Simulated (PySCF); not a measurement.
Continuum solvent and chemical shifts

Numbering as in the mapped SMILES `[F:1][c:2]1[cH:3][cH:4][c:5]([SH:6])[cH:7][cH:8]1`; H(Xn) means a hydrogen on atom n.

GIAO PBE0/pcSseg-1 in PySCF 2.14.0 with density-fitted response routines on one PBE0-D3(BJ)/def2-SVP conformer, non-relativistic, equivalent nuclei averaged. Solvents enter as an IEF-PCM continuum (tetrahydrofuran with ε = 7.4, acetone with ε = 20.5) around the gas-phase geometry. Shifts are referred to CFCl3, TMS, CS2 computed in the same medium.

In tetrahydrofuran, δ in ppm: F1 -121.6, C2 168.0, C5 137.4, C4/C7 134.1, C3/C8 122.6, S6 -23.4, H(C4)/H(C7) 7.34, H(C3)/H(C8) 7.20, H(S6) 4.29. Dipole moment 1.58 D.

Problem. How does each δ change in the more polar medium?

Solution. 
```csv
atoms,environment,"Δδ, acetone"
F1,aryl fluorine,-0.2
C2,aromatic carbon bearing fluorine,+0.1
C5,aromatic carbon bearing sulfur,+0.2
C4/C7,aromatic CH,+0.3
C3/C8,aromatic CH,+0.2
S6,thiol sulfur,-2.7
H(C4)/H(C7),hydrogen on an aromatic CH,+0.05
H(C3)/H(C8),hydrogen on an aromatic CH,+0.04
H(S6),hydrogen on a thiol sulfur,+0.14
```

Changes are relative to tetrahydrofuran. The dipole moment becomes 1.66 D in acetone.

Problem. Which of the listed nuclei move most (in ppm), and what does the model miss?

Solution. S6 (thiol sulfur, -2.7 ppm) in acetone. A continuum only polarises the solute; specific hydrogen bonds, the anisotropy of aromatic solvents and changes of geometry or conformer are outside it.
